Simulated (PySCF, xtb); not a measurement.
B(I)(Me)(OH) (CH₄BIO), SMILES CB(O)I.

Geometry: PBE0-D3(BJ)/def2-SVP. The def2 effective core potentials stand for the cores of I; spin–orbit coupling is left out. Other conformers were not sampled.

The numbers are results of IEF-PCM-PBE0/def2-SVP (PySCF), not measurements.

The values are the electrostatic part of the solvation free energy, E(continuum) − E(gas) at the gas-phase geometry, in a cavity of scaled van der Waals radii (PySCF's table); cavitation and dispersion terms are not included. In vacuum the orbital gap is 7.31 eV. The dipole moment in vacuum is 1.04 D.

Computed values in water (ε = 78.36), cyclohexanone (ε = 15.62), tetrahydrofuran (ε = 7.43):
| solvent | ε | ΔG(elec) (kcal/mol) | dipole (D) | gap (eV) |
|---|---|---|---|---|
| water | 78.36 | -4.1 | 1.42 | 7.48 |
| cyclohexanone | 15.62 | -3.8 | 1.39 | 7.47 |
| tetrahydrofuran | 7.43 | -3.4 | 1.35 | 7.46 |

For comparison, GFN2-xTB/ALPB(water) (xtb, at the GFN2-xTB geometry, all terms of that model) gives -5.7 kcal/mol.
